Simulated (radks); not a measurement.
Coulomb parameter of the 4d shell of neutral niobium in the model configuration [Kr] 4d4 5s1, as a second difference U = [E(n + 0.25) + E(n - 0.25) - 2 E(n)] / (0.25)^2 with all orbitals relaxed. "Bare": the charge of the atom changes with n. "Screened": the 5s shell takes up the change at fixed total charge, which measures U(4d,4d) + U(5s,5s) - 2 U(4d,5s). Method: Dirac Kohn-Sham, PBE, spin-unpolarised, spherical densities, finite nucleus; open shells are shared between the two j in proportion to 2j + 1; Fermi nuclear charge, rms radius 4.324 fm; computed with a radial shooting solver on a logarithmic mesh with Libxc functionals.

start: configuration [Kr] 4d4 5s1; E - E(n) (eV) 0.000
bare +0.25: configuration [Kr] 4d4.25 5s1; E - E(n) (eV) -0.549
bare -0.25: configuration [Kr] 4d3.75 5s1; E - E(n) (eV) 0.988
screened +0.25: configuration [Kr] 4d4.25 5s0.75; E - E(n) (eV) 0.258
screened -0.25: configuration [Kr] 4d3.75 5s1.25; E - E(n) (eV) -0.211

U(bare) = 7.026 eV, U(screened by 5s) = 0.752 eV. The step up makes a negative ion, whose loosely bound charge lowers the bare value.
